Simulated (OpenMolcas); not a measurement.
# P IV: effect of the basis set

* Program: OpenMolcas
* Method: SS-RASPT2, IPEA 0.25 Eh, imaginary shift 0.1 Eh (closed shells correlated: 2s 2p)
* Active space: 2 electrons in 9 orbitals (RAS2 3s 3p; RAS3 3d, at most 2 electrons)
* State averaging: 2S+1 = 3 even, 3 roots; 2S+1 = 1 even, 7 roots; 2S+1 = 3 odd, 3 roots; 2S+1 = 1 odd, 3 roots
* Spin-orbit coupling: RASSI with atomic mean-field integrals over the reference wave functions, term energies averaged over their components

A. ANO-RCC-VTZP [5s4p2d1f], DKH2, point nucleus; CASPT2 step about 6 core-seconds
B. ANO-R2 [5s4p3d1f], X2C, finite nucleus; CASPT2 step about 10 core-seconds
C. ANO-RCC-VQZP [6s5p3d2f1g], DKH2, point nucleus; CASPT2 step about 5 core-seconds
D. ANO-RCC [8s7p5d4f2g], DKH2, point nucleus; CASPT2 step of the order of 9 core-seconds

Energies in cm⁻¹ above 3s² ¹S₀, the measured ground level; measured values from Martin, Zalubas and Musgrove, J. Phys. Chem. Ref. Data 14, 751 (1985).

| Level | A | B | C | D | Measured |
| --- | --- | --- | --- | --- | --- |
| 3s² ¹S₀ | 0.0 | 0.0 | 0.0 | 0.0 | 0.0 |
| 3s 3p ³P°₀ | 67039 | 66957 | 67296 | 67843 | 67918 |
| 3s 3p ³P°₁ | 67238 | 67154 | 67492 | 68044 | 68146 |
| 3s 3p ³P°₂ | 67641 | 67553 | 67891 | 68452 | 68615 |
| 3s 3p ¹P°₁ | 106154 | 104486 | 105826 | 105359 |  |
| 3p² ¹D₂ | 157674 | 156631 | 157967 | 158321 | 158142 |

Deviations, from unrounded energies. A percentage is the sum of absolute deviations over the sum of measured energies, with the sign that they share, or ± where signs differ.

| Against measurement | Levels | A | B | C | D |
| --- | --- | --- | --- | --- | --- |
| mean absolute deviation (cm-1) | 4 | 810 | 1100 | 540 | 130 |
| other configurations (%) | 4 | -0.9 | -1.2 | -0.6 | ±0.1 |

D lies closest to measurement on these levels and B furthest from it. The largest miss of D in the table is 3p² ¹D₂, by +180 cm-1. The ranking rests on the paired levels alone, and a cruder setting can come out closer through cancelling errors.

Among A to D the level of the table that moves most is 3p² ¹D₂, by 1700 cm-1 (lowest in B, highest in D).

Active for correlation alone: 3d; no level in the range computed is led by a configuration that fills it, so any true level of that kind is missing. Some terms mix strongly with configurations of 3d, whose occupation reaches 0.27 (3p² ¹D) (figures for A; the like holds for B, C, D). Measured partners are found by configuration, term and J. A level has none where our copy of the source lacks it or the pairing is in doubt (some pairs that miss far off the trend of their configuration count as doubtful), and it then counts in no deviation. Levels of configurations outside the active space are missing. The table leaves out levels that lie high or whose names do not pair safely across all columns.

° marks odd parity.
